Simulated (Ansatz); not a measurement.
(1) Predict a relaxed structure of `FC(F)(F)C(F)(F)C(F)(F)C(F)(F)C(F)(F)C(F)(F)C(F)(F)C(F)(F)C(F)(F)C(F)(F)CC[S][Au]`, charge 0, singlet, at PBE-D4/def2-SVP (Ansatz).

Results:

(1) 
Cartesian coordinates in Å:
```
F 4.206 4.348 1.954
C 4.967 3.249 2.067
F 5.414 2.888 0.853
F 6.019 3.537 2.848
C 4.158 2.088 2.729
F 3.504 2.592 3.800
F 5.053 1.162 3.151
C 3.127 1.296 1.843
F 3.805 0.646 0.869
F 2.567 0.386 2.679
C 1.987 2.130 1.188
F 1.308 2.789 2.152
F 2.559 3.035 0.350
C 0.958 1.343 0.287
F 0.064 2.278 -0.125
F 1.623 0.864 -0.788
C 0.169 0.164 0.955
F -0.180 0.511 2.213
F 0.982 -0.920 0.988
C -1.138 -0.201 0.161
F -0.855 -0.151 -1.170
F -2.083 0.713 0.459
C -1.669 -1.636 0.492
F -0.851 -2.541 -0.108
F -1.602 -1.813 1.835
C -3.148 -1.962 0.070
F -3.326 -3.279 0.371
F -3.974 -1.228 0.849
C -3.551 -1.751 -1.426
F -3.523 -0.406 -1.653
F -4.860 -2.149 -1.507
C -2.714 -2.533 -2.429
C -3.242 -2.529 -3.864
S -3.265 -0.930 -4.764
Au -1.137 -0.153 -4.527
H -1.677 -2.146 -2.408
H -2.682 -3.580 -2.064
H -4.312 -2.831 -3.878
H -2.682 -3.282 -4.453
```
The metal has 1 neighbour: S 2.28 Å. This is one stationary point.

In the def2 sets Au takes a core potential; there is no spin–orbit coupling. Single mean-field runs in def2-SVP are fitted with def2-universal-jkfit.
